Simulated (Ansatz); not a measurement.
`OB(F)[SiH3]` + NH₃ → `NB(F)[SiH3]` + H₂O at 600 K and 1 bar (ligand exchange at a B–O bond).

Calculated with Ansatz (gas phase, PBE0-D4/def2-TZVP geometries, no zero-point term in ΔE). CCSD(T)/CBS adds triple-zeta CCSD(T) − MP2 to the extrapolated MP2 energy (def2 sets, frozen cores). This one scheme is used for every species. One conformer a species, not always the lowest.

```
      species  CCSD(T)/CBS energy (Eh)  H − E (kJ/mol)  S (J/(mol·K))
`OB(F)[SiH3]`               -491.34397           172.6          391.6
          NH₃                -56.50880           112.4          219.5
`NB(F)[SiH3]`               -471.46894           208.2          399.6
          H₂O                -76.37941            76.8          212.8
```

H − E and S are ideal-gas, rigid-rotor, harmonic terms from PBE0-D4/def2-TZVP, for one conformer and one mirror image of each species. 1 Eh = 2625.50 kJ/mol, R = 8.31446 J/(mol·K).

Problem. By hand: ΔE, ΔH, ΔS and ΔG.

Solution. ΔE = (-471.46894) + (-76.37941) − (-491.34397) − (-56.50880) = 0.00442 Eh = 11.6 kJ/mol. Δ(H − E) = 208.2 + 76.8 − 172.6 − 112.4 = 0.0, so ΔH = 11.6 kJ/mol. ΔS = 399.6 + 212.8 − 391.6 − 219.5 = 1.3 J/(mol·K). ΔG = 11.6 − 600 × (1.3)/1000 = 10.8 kJ/mol.

Problem. By hand: the equilibrium constant, and the temperature at which ΔG would vanish if ΔH and ΔS stayed fixed.

Solution. log₁₀ K = −ΔG/(RT ln 10) = -0.9. ΔG = 0 at ΔH/ΔS = 8923 K, far beyond where these terms or the molecules hold.

The number of gas molecules stays the same, so ΔS is small and ΔH decides. A doubt of 5 kJ/mol in ΔE shifts log₁₀ K by 0.4 here. Other conformers and mirror images would add mixing entropy, several J/(mol·K) or more a flexible species. These are equilibria of isolated gas molecules and say nothing of rates. Largest T1 diagnostic: 0.014 (customary marks: 0.02 for closed shells, 0.045 for open ones).
